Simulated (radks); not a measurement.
Fractional charge and spin in the 5p shell of samarium: the spin-up occupation runs from 2 to 3 and the spin-down occupation from 2 to 3; the fullest corner is Sm3+, [Kr] 4d10 4f(up 2.5, down 2.5) 5s2 5p(up 3, down 3). All-electron calculation, scalar-relativistic Kohn-Sham, r2SCAN, spin-polarised, spherical densities, finite nucleus; meta-GGA in the generalised Kohn-Sham scheme; Fermi nuclear charge, rms radius of each element as measured or else 0.836 A^(1/3) + 0.57 fm. Program: a radial shooting solver on a logarithmic mesh with Libxc functionals. Energy (eV) above the fullest corner. The planes named below are the two flat planes that join the four corners, with an edge along up + down = one added electron.

\begin{tabular}{lrrrrr}
down \ up & 2 & 2.25 & 2.5 & 2.75 & 3 \\ \hline
2 & 128.147 & 109.117 & 90.913 & 73.535 & 56.978 \\
2.25 & 109.117 & 91.001 & 73.703 & 57.221 & 41.552 \\
2.5 & 90.913 & 73.703 & 57.302 & 41.708 & 26.916 \\
2.75 & 73.535 & 57.221 & 41.708 & 26.991 & 13.067 \\
3 & 56.978 & 41.552 & 26.916 & 13.067 & 0.000 \\
\end{tabular}

Corners above the fullest one (they belong to Sm4+ and the next ion): (up 3, down 2) 56.978 eV, (up 2, down 3) 56.978 eV, (up 2, down 2) 128.15 eV. With half an added electron in each spin the energy lies 0.324 eV from the planes, and with half an added electron in spin up alone -1.649 eV. The planes are only a guide here: the flat-plane condition holds for ground states with one frontier orbital, while this shell lies below other occupied shells, so the corners above the fullest one are inner-hole states and not the ground states of those ions.
